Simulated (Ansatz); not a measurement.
Born–Oppenheimer molecular dynamics of BBrF$_{2}$H$_{2}$ (6 atoms, charge 0, multiplicity 1). It starts at the highest image of a converged band. Of that band: Neighbouring images differ by up to 1.5 eV, so the band resolves the path poorly. A vibrational analysis at the climbing image gives one clearly imaginary mode, 1343i cm⁻¹: a first-order saddle point.

Level of theory: Ansatz 0.2.0, RHF/def2-SVP.

* ensemble: NVE (velocity Verlet)
* time step: 0.5 fs
* steps asked: 200
* starting velocities drawn for: 300 K
* seed: 8989

First frame:

```xyz
6
Properties=species:S:1:pos:R:3
B 0.012 -0.181 0.100
H 0.007 0.175 1.374
F 1.146 0.116 -0.474
F -1.142 0.050 -0.465
Br 0.079 -2.416 0.718
H 0.036 -0.830 1.406
```

(1) How far do the bonds stretch over the last three quarters of this one trajectory? (Pairs bonded in most of those frames.)

## Answers

(1) 
| bond | mean (Å) | spread (Å) | shortest | longest |
| --- | --- | --- | --- | --- |
| B1–F3 | 1.305 | 0.029 | 1.25 | 1.35 |
| B1–F4 | 1.304 | 0.028 | 1.26 | 1.35 |
| B1–Br5 | 1.903 | 0.068 | 1.79 | 2.09 |
| H2–H6 | 0.757 | 0.043 | 0.69 | 0.81 |

Mean temperature of the second half: 3431 K. The conserved energy stayed within 0.43 meV per atom of its start (net change 0.088 meV per atom), so the integration is sound. The kinetic energy rose, since the run started high on the potential surface and went downhill. It ends in pieces (BBrF2 + H2), so much of that is their flight and rotation, not heat. A run of 0.1 ps of so small a system gives no equilibrium averages. The orbitals stay closed-shell, which can raise the energy where a bond breaks towards radicals; this wasn't checked here.

Run time: 5.1 min on 1 thread of Arm Neoverse V1, with other jobs on the host, peak memory 0.18 GiB.
